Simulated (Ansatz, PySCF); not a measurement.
This Ansatz (a program for electronic structure) input computes a CCSD(T)/cc-pVDZ energy:

Ansatz 0.2 input:
```yaml
crystal:
  periodic: [false, false, false]
  atoms:
    - {symbol: C, position_ang: [-0.00000000, -0.00000000, -0.63472800]}
    - {symbol: C, position_ang: [0.00000000, 0.00000000, 0.63472800]}
basis:
  gaussian:
    orbitals: cc-pVDZ
total_charge: -2
magnetization: {spin_polarized: false}
correlation: {method: ccsd_t, electrons: outside_noble_gas}
```

**Question.** Write an input for the same energy in PySCF and say what it gives.

**Answer.** 
```python
from pyscf import gto, scf, mp, cc as ccmod

mol = gto.M(
    atom='''
    C    -0.00000000   -0.00000000   -0.63472800
    C     0.00000000    0.00000000    0.63472800
    ''',
    basis='cc-pvdz',
    charge=-2,
    spin=0,
    verbose=4,
)

mf = scf.RHF(mol)
mf.conv_tol = 1e-10
mf.max_cycle = 100
mf.kernel()
mp2 = mp.MP2(mf, frozen=2).run()
cc = ccmod.CCSD(mf, frozen=2)
cc.max_cycle = 100
cc.kernel()
et = cc.ccsd_t()
print(f'E(CCSD(T)) = {cc.e_tot + et:.9f}')
```
It gives -75.56729 Eh, and Ansatz -75.56729 Eh, a difference of 0.00 mEh.
